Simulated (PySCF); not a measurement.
Exercise with solution: refractive index and permittivity of the vapour

B(OH)2(PH2) (BH4O2P), SMILES OB(P)O.

Geometry: B3LYP-D3(BJ)/def2-SVP. The values are those of a single conformer.

PBE0/def2-TZVPD (PySCF) gives a mean static polarisability of 52.6 bohr³ and a dipole moment of 3.23 D. Take an ideal gas at 298.15 K and 1 bar, whether or not the substance is that volatile.

**Question.** Work out n − 1 in the optical limit and the static ε − 1.

**Answer.** 
Polarisability volume α' = 52.6 × 0.148185 = 7.79 Å³. Number density N = p/kT = 2.43e-5 Å⁻³.
Dilute limit of Lorentz–Lorenz: n − 1 = 2π N α' = 0.0012.
Orientation term of Debye: μ²/(3kT) = 8.098 Å³ × μ²(D²) = 84.48 Å³.
ε − 1 = 4π N (α' + μ²/3kT) = 0.028. Orientation of the dipole supplies 92 % of the static response; it can't follow optical fields. Vibrational polarisation and dispersion are left out.
